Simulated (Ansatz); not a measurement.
(LiH)n: vertical EA (eV) at several levels, gas phase, relaxed structures; Ansatz. Clusters are the lowest isomers that short searches found in that spin, judged at the geometry's level. A negative affinity means that the extra electron isn't bound at that geometry and level; within about 0.2 eV of zero the sign isn't settled. Singlets are spin-restricted. The structures are stationary points that may keep the symmetry of their start. Remarks come from the PBE and PBE0 runs and from stability tests at other levels; not every state was tested. A HOMO above zero means that the electron is unbound at that level and held by the basis, or that self-interaction error raises the level; the energy of removing that electron tells which.

```json
{"species": "(LiH)2 ring (Li2H2)", "state": "singlet to doublet", "geometry": "PBE-D4/def2-TZVP", "PBE-D4/def2-TZVPD": "0.15", "r2SCAN-D4/def2-TZVPD": "-0.08", "remarks": "HOMO above zero (-1 doublet)"}
{"species": "(LiH)4 cube (Li4H4)", "state": "singlet to doublet", "geometry": "PBE-D4/def2-TZVP", "PBE-D4/def2-TZVPD": "0.01", "r2SCAN-D4/def2-TZVPD": "-0.21", "remarks": "HOMO above zero (-1 doublet)"}
{"species": "Li5H5", "state": "singlet to doublet", "geometry": "r2SCAN-D4/def2-TZVP", "PBE-D4/def2-TZVPD": "0.16", "r2SCAN-D4/def2-TZVPD": "-0.04", "remarks": "HOMO above zero (-1 doublet)"}
{"species": "Li7H7", "state": "singlet to doublet", "geometry": "PBE-D4/def2-TZVP", "PBE-D4/def2-TZVPD": "0.23", "r2SCAN-D4/def2-TZVPD": "0.00", "remarks": "HOMO above zero (-1 doublet)"}
{"species": "Li8H8", "state": "singlet to doublet", "geometry": "r2SCAN-D4/def2-SVP", "PBE-D4/def2-TZVPD": "0.22", "r2SCAN-D4/def2-TZVPD": "-0.03", "remarks": "HOMO above zero (-1 doublet)"}
```

Task: Estimate the column for PBE0-D4/def2-TZVPD.

Result: (LiH)2 ring (Li2H2) 0.04; (LiH)4 cube (Li4H4) -0.10; Li5H5 0.04; Li7H7 0.09; Li8H8 0.07.

Over the 5 species that have every level, the mean is 0.16 at PBE-D4/def2-TZVPD, -0.07 at r2SCAN-D4/def2-TZVPD, 0.03 at PBE0-D4/def2-TZVPD.
